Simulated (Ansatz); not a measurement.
`[NH2][GeH2][CH]=S` + `N[SiH3]` → `[SiH3]NC=S` + `[NH2][GeH3]`  (substitution at a C–Ge bond)

Program: Ansatz. Geometries: PBE0-D4/def2-TZVP. ΔE: electronic, gas phase. CCSD(T)/CBS is the MP2 limit (def2-TZVPP, def2-QZVPP) plus CCSD(T) − MP2 in def2-TZVPP, frozen cores. This one scheme is used for every species. Functionals use def2-TZVPP. B3LYP here is the variant with VWN-RPA as its local correlation; programs differ in this. For Ge outer-core shells are correlated without core-valence functions, which leaves a few kJ/mol of doubt a bond. Scalar relativity is left out up to krypton. Each species was taken in one conformer, which may not be the lowest.

CCSD(T)/CBS gives -27.5 kJ/mol.

(1) Another level gave -45.5 kJ/mol. Which?
A. r2SCAN-D4/def2-TZVPP
B. MP2/def2-TZVPP
C. B3LYP-D4/def2-TZVPP
D. B2PLYP/def2-TZVPP

Largest T1 diagnostic among the species: 0.017.

Results:

(1) C. B3LYP-D4 -45.5, r2SCAN-D4 -50.2, B2PLYP -39.9, MP2/def2-TZVPP -30.3 kJ/mol.

In def2-TZVPP, CCSD(T) changes the Hartree–Fock value by +12.9 kJ/mol (the triples alone add −0.6 kJ/mol) and MP2 by +11.5 kJ/mol.
